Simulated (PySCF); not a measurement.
C2H4OSi. Atoms are numbered in the order given.

```xyz
8

Si    -0.7476    -0.1627     0.2522
O     -1.1893     1.2243    -0.5844
C      1.0553    -0.5054     0.0806
C      2.2620    -0.7112    -0.0333
H     -1.5341    -1.2734    -0.3665
H     -1.0408    -0.0637     1.7252
H     -0.6718     2.0182    -0.3630
H      3.3234    -0.8989    -0.1351
```

The structure is a stationary point at PBE-D3(BJ)/def2-SVP. One conformer was computed; it need not be the lowest.

Method: B3LYP/pcSseg-1 (PySCF).

GIAO shieldings, no solvent; atoms listed in one row are averaged. δ = σ(ref) − σ: ²⁹Si against TMS (σ = 338.7 ppm); ¹⁷O against H2O (σ = 333.8 ppm); ¹³C against TMS (σ = 181.3 ppm); ¹H against TMS (σ = 31.68 ppm), references at their B3LYP-D3(BJ)/def2-TZVP geometries, non-relativistic.

Computed chemical shifts:
```tsv
nucleus	atoms	count	δ (ppm)
²⁹Si	Si1	1	-49.1
¹⁷O	O2	1	32.0
¹³C	C4	1	105.1
¹³C	C3	1	89.8
¹H	H6	1	5.38
¹H	H5	1	5.17
¹H	H8	1	2.93
¹H	H7	1	1.35
```
